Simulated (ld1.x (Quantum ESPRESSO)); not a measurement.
# Logarithmic derivatives: hafnium, ultrasoft

ld1.x (Quantum ESPRESSO) 7.5 input, shortened:

```
&input
   title='Hf', zed=72., rel=1, dft='PZ', iswitch=3,
   config='[Xe] 4f14 5d2 6s1 6p0'
 /
 &inputp
   pseudotype=3, tm=.true., lloc=-1, rcloc=1.80,
   nlcc=.false.
 /
6
5S  1  0   2.00   0.00  1.90  2.15  0.0
6S  2  0   1.00   0.00  1.90  2.15  0.0
5P  2  1   6.00   0.00  1.75  1.85  0.0
6P  3  1   0.00   0.00  1.75  1.85  0.0
5D  3  2   2.00   0.00  1.40  1.80  0.0
5D  3  2   0.00   0.30  1.40  1.80  0.0
 &test
   configts(1)='5s2 5p6 5d2 6s1 6p0'
 /
```

The phase is arctan(r·u′/u) with u = r·R(r), unwrapped; energies in Ry, scanned from -7 to 5 Ry. A pole is an energy at which the radial function vanishes at the test radius. The pseudo phase is shifted by a multiple of π to meet the all-electron one at the reference energy, and phase errors are pseudo minus all-electron; the curves can meet again beyond the range given. Levels narrower than the energy grid can be missing from the lists of poles.

| channel | radius (bohr) | reference energy (Ry) | poles, all-electron | poles, pseudo | unbroken range about the reference energy with phases within 0.05 rad | phase error 1 Ry above the reference energy (rad) |
| --- | --- | --- | --- | --- | --- | --- |
| s | 2.35 | -0.83 | -5.34, 3.89 | -5.42 | not even at the reference energy | +1.476 |
| p | 2.35 | -0.48 | -2.81 | -3.02, -2.40 | not even at the reference energy | +0.330 |
| d | 2.35 | -0.70 | 0.60 | 0.53 | not even at the reference energy | -0.018 |

A Bessel basis up to 400 Ry misses an occupied level by 0.72 Ry, so cutoffs and ghosts were not judged. Its overlap operator is not positive definite in a basis up to 400 Ry (lowest eigenvalue s -0.06), so the file is unfit for use: the generalised eigenproblem breaks down once the basis is large enough, and its test numbers describe a broken file. The potential misses its own reference levels by up to 1.7 eV, so it is not fit for use.

Phases in the s channel:

```
E (Ry)  all-electron  pseudo
 -7.00         1.363   1.367
 -6.48         1.337   1.341
 -5.96         1.265   1.254
 -5.44        -1.401  -1.550
 -4.92        -1.721  -1.719
 -4.40        -1.770  -1.757
 -3.88        -1.804  -1.782
 -3.36        -1.838  -1.806
 -2.84        -1.879  -1.831
 -2.32        -1.935  -1.861
 -1.80        -2.020  -1.898
 -1.28        -2.164  -1.947
 -0.76        -2.457  -2.017
 -0.24        -3.095  -2.122
  0.28        -3.858  -2.298
  0.80        -4.252  -2.621
  1.32        -4.435  -3.182
  1.84        -4.537  -3.778
  2.36        -4.602  -4.140
  2.88        -4.649  -4.336
  3.40        -4.684  -4.452
  3.92        -4.714  -4.529
  4.44        -4.740  -4.584
  4.96        -4.765  -4.628
```
